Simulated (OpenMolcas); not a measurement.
**Ir4+: moving or changing the point charges**

Ir4+ among 4 point charges of -2.5 e arranged as a square (D4h), 2.04 Å from the ion.
```
   2.0400    0.0000    0.0000  -2.50
   0.0000    2.0400    0.0000  -2.50
  -2.0400    0.0000    0.0000  -2.50
   0.0000   -2.0400    0.0000  -2.50
```

* Program: OpenMolcas
* Method: CASSCF
* Basis: ANO-RCC-VDZP [7s6p4d2f]
* Scalar Hamiltonian: DKH2, point nucleus
* Active space: 5 electrons in 5 orbitals (5d)
* State averaging: 2S+1 = 6 even, 1 root; 2S+1 = 4 even, 24 roots; 2S+1 = 2 even, 75 roots
* Spin-orbit coupling: state interaction with AMFI integrals over the reference wave functions

Runs around this geometry, states (labels of D4, the rotations of D4h). Energies in cm-1 above the lowest state or level, χT in cm3 K/mol.

```csv
R (Å),q (e),Ground state,First state of that spin,First gap with spin-orbit (degeneracies),χT at 300 K,First state of another spin
2.04,-1.25,6A1,,"283.1 (2, 2)",3.742,4E 21001
1.85,-2.5,4B1,4E 9367,"1870 (2, 2)",0.584,6A1 11292
2.04,-2.5,6A1,,"1589 (2, 2)",1.804,4B1 3376
2.19,-2.5,6A1,,"744.3 (2, 2)",2.920,4B1 10934
```

The ground state changes within this set.

Without dynamic correlation the repulsion within the d shell is too large (B by tens of per cent), so at a given field states of lower spin stand too high. Spin-orbit coupling mixes the spin-free states strongly: the lowest level takes only 60 % from its leading state, 4B1 (figures for R = 1.85, q = -2.5; the like holds for R = 2.04, q = -2.5). Point charges give a weaker field than real ligands, and real ions of this kind are as a rule low spin; the high spin found here belongs to the model (holds for R = 2.04, q = -1.25; R = 2.04, q = -2.5; R = 2.19, q = -2.5). This shell can be high or low spin here, a state of another spin lies low, and with metal d orbitals alone active their balance is uncertain, so the ground spin may be wrong, although the usual error favours high spin (holds for R = 1.85, q = -2.5). This shell can be high or low spin here, a state of another spin lies low, and with metal d orbitals alone active their balance is uncertain, so the ground spin may be wrong (holds for R = 2.04, q = -2.5; R = 2.19, q = -2.5). Point charges carry no covalency, so the field is a model and not that of real ligands. No measured value stands beside these numbers.
